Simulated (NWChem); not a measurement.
Species: C₂H₄N₂Si; SMILES C1=NC=N[SiH2]1

```xyz
9

C      1.2607    -0.3936     0.0000
N      0.5218    -1.4419     0.0000
C     -0.8809    -1.0881     0.0000
N     -1.3107     0.1094     0.0000
Si     0.1264     1.1418     0.0000
H      2.3518    -0.5198     0.0000
H     -1.5566    -1.9573     0.0000
H      0.2246     1.9833     1.2249
H      0.2246     1.9833    -1.2249
```
Atoms are numbered in this order, from 1.

All runs: NWChem. Geometry: optimised at PBE0/def2-SVP. GIAO values for the isolated, static molecule; σ is the absolute isotropic shielding, δ = σ(reference) − σ with the isolated reference molecule computed at the same levels (13C: tetramethylsilane, 1H: tetramethylsilane, 15N: ammonia, 29Si: tetramethylsilane).

```csv
level,δ C1 (ppm),δ N2 (ppm),δ C3 (ppm),δ N4 (ppm),δ Si5 (ppm),δ H6 (ppm),δ H8 (ppm)
PBE/pcSseg-1,202.1,470.0,176.8,309.2,-19.3,9.46,5.09
PBE0/pcSseg-1,205.6,472.2,178.9,307.3,-15.3,9.59,4.94
KT2/pcSseg-1,186.3,438.0,167.9,282.0,-19.1,9.09,5.03
```
